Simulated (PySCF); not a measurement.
C3H9Ga. Atoms are numbered in the order given.

```xyz
13

Ga     0.0401     1.3358     0.0000
H     -1.0037     2.5174     0.0000
H      1.5816     1.6715     0.0000
C     -0.5856    -0.5359     0.0000
C      0.4924    -1.6166     0.0000
C     -0.0664    -3.0326     0.0000
H     -1.2552    -0.6530    -0.8736
H     -1.2552    -0.6530     0.8736
H      1.1514    -1.4850    -0.8761
H      1.1514    -1.4850     0.8761
H     -0.6954    -3.2113     0.8873
H      0.7341    -3.7890     0.0000
H     -0.6954    -3.2113    -0.8873
```
Charge 0, spin multiplicity 1.

The structure is a stationary point at PBE0-D3(BJ)/def2-SVP. The structure was generated by enumeration; whether it is a known compound was not checked. Other conformers were not sampled.

Computed with PySCF 2.14.0 with PBE0-D3(BJ)/def2-SVP.

Frequencies are harmonic and unscaled.

| mode | ν (cm⁻¹) | IR (km/mol) | moving atoms (share of kinetic energy) |
|---|---|---|---|
| 1 | 65 | 0.1 | H 77 %, C 21 % |
| 2 | 109 | 0.4 | H 54 %, C 43 % |
| 3 | 155 | 0.7 | C 56 %, H 34 %, Ga 10 % |
| 4 | 258 | 0.0 | H 94 % |
| 5 | 302 | 3.8 | C 56 %, H 24 %, Ga 20 % |
| 6 | 448 | 45.5 | H 80 %, C 12 %, Ga 8 % |
| 7 | 487 | 30.1 | H 93 % |
| 8 | 635 | 31.7 | C 58 %, H 34 %, Ga 8 % |
| 9 | 671 | 90.6 | H 84 %, C 12 % |
| 10 | 759 | 193.7 | H 98 % |
| 11 | 782 | 5.9 | H 85 %, C 14 % |
| 12 | 912 | 0.2 | H 56 %, C 44 % |
| 13 | 983 | 10.3 | H 91 %, C 8 % |
| 14 | 1058 | 4.8 | C 56 %, H 44 % |
| 15 | 1105 | 18.0 | C 59 %, H 41 % |
| 16 | 1182 | 0.9 | H 62 %, C 38 % |
| 17 | 1221 | 0.7 | H 66 %, C 34 % |
| 18 | 1316 | 0.0 | H 91 %, C 9 % |
| 19 | 1349 | 10.7 | H 71 %, C 29 % |
| 20 | 1393 | 6.4 | H 76 %, C 24 % |
| 21 | 1423 | 2.2 | H 84 %, C 16 % |
| 22 | 1460 | 0.8 | H 95 % |
| 23 | 1466 | 8.8 | H 97 % |
| 24 | 1475 | 4.2 | H 93 % |
| 25 | 1946 | 210.5 | H 99 % |
| 26 | 1951 | 224.3 | H 99 % |
| 27 | 3027 | 8.4 | H 94 % |
| 28 | 3044 | 30.0 | H 97 % |
| 29 | 3047 | 26.0 | H 94 % |
| 30 | 3069 | 1.8 | H 91 %, C 9 % |
| 31 | 3093 | 21.0 | H 91 %, C 9 % |
| 32 | 3137 | 33.0 | H 91 %, C 9 % |
| 33 | 3142 | 27.1 | H 91 %, C 9 % |
